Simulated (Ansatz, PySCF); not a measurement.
C2H7BO3, SMILES COB(O)OC. Atoms are numbered in the order given.

```xyz
13

B     -0.1245     0.1610     0.3777
O     -0.0561     0.1332     1.7395
H     -0.6827     0.7537     2.1245
O      0.6788    -0.6414    -0.3703
C      1.5788    -1.5236     0.2461
H      1.0558    -2.2790     0.8560
H      2.1484    -2.0405    -0.5397
H      2.2865    -0.9918     0.9034
O     -1.0107     0.9988    -0.2304
C     -1.0994     1.0668    -1.6291
H     -1.0056     0.0728    -2.0943
H     -2.0758     1.4973    -1.8957
H     -0.3098     1.7137    -2.0478
```
Charge 0, spin multiplicity 1.

Coordinates come from a PBE0-D3(BJ)/def2-SVP optimisation. One conformer was computed; it need not be the lowest.

Two levels are set side by side: PBE-D3(BJ)/def2-SVP (Ansatz, a first-principles code) and PBE0-D3(BJ)/def2-SVP (Ansatz). Each level has its own optimised geometry; the coordinates shown are those of the second. Frequencies come from the Hessian of PySCF at each geometry. Differences are taken from unrounded values.

| quantity | PBE0-D3(BJ) | PBE-D3(BJ) | PBE-D3(BJ) minus PBE0-D3(BJ) |
|---|---|---|---|
| mean bond length (Å) | 1.205 | 1.216 | 0.011 |
| bond B1–O2 (Å) | 1.364 | 1.376 | 0.012 |
| bond B1–O4 (Å) | 1.360 | 1.372 | 0.012 |
| bond B1–O9 (Å) | 1.363 | 1.374 | 0.012 |
| bond O4–C5 (Å) | 1.403 | 1.416 | 0.013 |
| bond O9–C10 (Å) | 1.403 | 1.417 | 0.014 |
| bond O2–H3 (Å) | 0.962 | 0.974 | 0.011 |
| bond C5–H6 (Å) | 1.103 | 1.112 | 0.009 |
| bond C5–H7 (Å) | 1.100 | 1.108 | 0.009 |
| bond C5–H8 (Å) | 1.103 | 1.111 | 0.009 |
| bond C10–H11 (Å) | 1.101 | 1.110 | 0.008 |
| bond C10–H12 (Å) | 1.100 | 1.110 | 0.010 |
| bond C10–H13 (Å) | 1.103 | 1.112 | 0.009 |
| highest harmonic wavenumber (cm⁻¹) | 3923 | 3753 | -170 |
| mean harmonic wavenumber (cm⁻¹) | 1403 | 1352 | -50 |
| zero-point energy (kcal/mol) | 66.18 | 63.80 | -2.38 |

GGA bonds tend to be longer and softer than those of functionals with exact exchange. Differences between two approximate levels are no errors against the true value.
